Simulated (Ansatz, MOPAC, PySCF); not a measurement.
Complex: CH4 (SMILES C) (first 5 atoms) with H2S (SMILES S); geometry from B3LYP-D3(BJ)/def2-TZVP, rigid monomers moved along the line of their centres of mass till C1···H8 is 2.72 Å.
(charge 0, multiplicity 1):
```json
[
 {"atom": "C", "x (Å)": "-0.0080", "y (Å)": "-0.0567", "z (Å)": "0.1689"},
 {"atom": "H", "x (Å)": "-0.8535", "y (Å)": "0.2177", "z (Å)": "0.7981"},
 {"atom": "H", "x (Å)": "-0.2160", "y (Å)": "0.2255", "z (Å)": "-0.8621"},
 {"atom": "H", "x (Å)": "0.8882", "y (Å)": "0.4591", "z (Å)": "0.5116"},
 {"atom": "H", "x (Å)": "0.1503", "y (Å)": "-1.1334", "z (Å)": "0.2223"},
 {"atom": "S", "x (Å)": "0.4007", "y (Å)": "-0.0848", "z (Å)": "3.8057"},
 {"atom": "H", "x (Å)": "0.3380", "y (Å)": "1.0234", "z (Å)": "3.0511"},
 {"atom": "H", "x (Å)": "0.4198", "y (Å)": "-0.8830", "z (Å)": "2.7271"}
]
```

Counterpoise-corrected where a basis set is named; no monomer relaxation. Rows marked so take none.

Frozen-core correlation. CBS: X⁻³ extrapolation of the correlation energy, Hartree–Fock from the larger set. Rows in 3-21G, 6-31G*, STO-3G carry no dispersion term and start afresh at each structure (6-31G* with six Cartesian d functions). MP2/6-31G* freezes PySCF's default core. The state that AM1, PM6 reach isn't checked.

Run with Ansatz (Gaussian basis) for Hartree–Fock, density functionals and correlated methods; MOPAC for AM1, PM6 (differences of heats of formation); PySCF for 3-21G rows, 6-31G* rows, STO-3G rows, the dispersion terms. Each number belongs to the level named beside it.

Other levels give for the interaction energy: PBE/def2-TZVPPD 15.7; B3LYP/def2-TZVPPD 49.1; B3LYP-D3(BJ)/def2-TZVPPD -18.5; wB97M-V/def2-TZVPPD -13.3; CCSD(T)/CBS(aug-cc-pV(D+d)Z, aug-cc-pV(T+d)Z) -22.0 meV.

Common cheap choices:

```csv
level,interaction energy (meV),"less -22.0 (CCSD(T)/CBS(aug-cc-pV(D+d)Z, aug-cc-pV(T+d)Z))"
AM1,-3.1,18.9
PM6,-3.6,18.4
HF/STO-3G (no counterpoise),58.8,80.8
HF/6-31G*,68.4,90.4
HF/6-31G* (no counterpoise),59.9,81.9
B3LYP/3-21G (no counterpoise),14.6,36.6
M06-2X/6-31G* (no counterpoise),-37.0,-15.0
MP2/6-31G* (no counterpoise),14.8,36.8
```

Ansatz is an electronic-structure program.
